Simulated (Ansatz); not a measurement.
Reactions of C8H20InN (`C[CH](C)[In]([CH](C)C)[N](C)C`).

Program: Ansatz. Geometries: PBE0-D4/def2-TZVP. ΔE: electronic, gas phase. CCSD(T)/CBS is the MP2 limit (def2-TZVPP, def2-QZVPP) plus CCSD(T) − MP2 in def2-TZVPP, frozen cores. This one scheme is used for every species, atoms too. Open shells (•) are unrestricted, without spin–orbit coupling. Spin–orbit coupling would lower the free atoms: a little for C; strongly for In. def2 core potentials past Kr. Bonds to In are less sure, by a few kJ/mol each and by 10 to 20 or more in all where they break to atoms, as the def2 sets lack core-valence functions. Each species was taken in one conformer, which may not be the lowest.

Order these by ΔE at CCSD(T)/CBS, lowest first. (Estimate.)
A. `C[CH](C)[In]([CH](C)C)[N](C)C` + H₂ → `C[CH](C)[InH][CH](C)C` + dimethylamine
B. `C[CH](C)[In]([CH](C)C)[N](C)C` → `C[CH](C)[InH][CH](C)C` + `C=NC`
C. `C[CH](C)[In]([CH](C)C)[N](C)C` → 8 C• + 20 H• + In• + N•
D. `C[CH](C)[In]([CH](C)C)[N](C)C` + propane → `C[CH](C)[In]([CH](C)C)[CH](C)C` + dimethylamine

A (+3.4 kcal/mol), D (+15.7 kcal/mol), B (+34.2 kcal/mol), C (+2709.3 kcal/mol).

Largest T1 diagnostic: 0.015, for In•.
